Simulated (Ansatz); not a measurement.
`N#C[Si](F)(F)C#N` + `OC(F)[SiH3]` → `N#COC(F)[SiH3]` + `N#C[SiH](F)F`  (substitution at a C–Si bond)

Gas-phase electronic energies from Ansatz, PBE0-D4/def2-TZVP geometries. CBS: MP2 limit from def2 TZ/QZ plus the TZ coupled-cluster correction, frozen cores. This one scheme is used for every species. DFT in def2-TZVPP. B3LYP here is the variant with VWN-RPA as its local correlation; programs differ in this. Each species was taken in one conformer, which may not be the lowest.

`N#C[Si](F)(F)C#N`:

Cartesian coordinates in Å:
```
N 2.068 0.504 1.659
C 1.146 0.141 1.075
Si -0.311 -0.415 0.132
F -1.578 -0.329 1.045
F -0.085 -1.888 -0.342
C -0.551 0.652 -1.327
N -0.688 1.334 -2.243
```

`OC(F)[SiH3]`:

```xyz
9

O    -0.774   -1.039   -0.987
C    -0.453   -0.508    0.242
F    -1.597    0.017    0.850
Si    0.814    0.903   -0.003
H    -1.295   -1.841   -0.867
H    -0.093   -1.280    0.937
H     0.248    1.898   -0.945
H     1.079    1.524    1.318
H     2.071    0.326   -0.545
```

`N#COC(F)[SiH3]`:

Cartesian coordinates in Å:
```
N 0.184 -2.812 -1.970
C 0.260 -2.038 -1.118
O 0.340 -1.208 -0.136
C 0.057 0.162 -0.452
F 1.135 0.679 -1.110
Si -0.240 1.092 1.200
H -0.791 0.186 -1.144
H 0.961 0.915 2.046
H -0.459 2.515 0.851
H -1.447 0.509 1.833
```

`N#C[SiH](F)F`:

```xyz
6

N     1.031   -0.630    2.110
C     0.537   -0.345    1.111
Si   -0.218    0.182   -0.480
F    -1.779    0.066   -0.323
F     0.264   -0.826   -1.589
H     0.165    1.552   -0.829
```

| level | ΔE (kJ/mol) |
| --- | --- |
| PBE-D4 | 98.2 |
| r2SCAN-D4 | 103.5 |
| B3LYP-D4 | 103.7 |
| ωB97X-V | 102.8 |
| B2PLYP | 108.1 |
| r2SCAN | 103.3 |
| B3LYP | 101.6 |
| CCSD/CBS(def2) | 116.8 |

Task: What does CCSD(T)/CBS give? (Estimate.)

Result: The calculation gave: +116.6 kJ/mol. The listed levels differ from it by -18.4, -13.1, -12.9, -13.8, -8.5, -13.3, -15.0, 0.2 kJ/mol.

Largest T1 diagnostic among the species: 0.014.

In def2-TZVPP, CCSD(T) changes the Hartree–Fock value by +11.1 kJ/mol (the triples alone add −0.2 kJ/mol) and MP2 by +15.8 kJ/mol. From PBE to PBE0 (25 % exact exchange), in def2-TZVPP and without D4, ΔE moves by +3.0 kJ/mol.
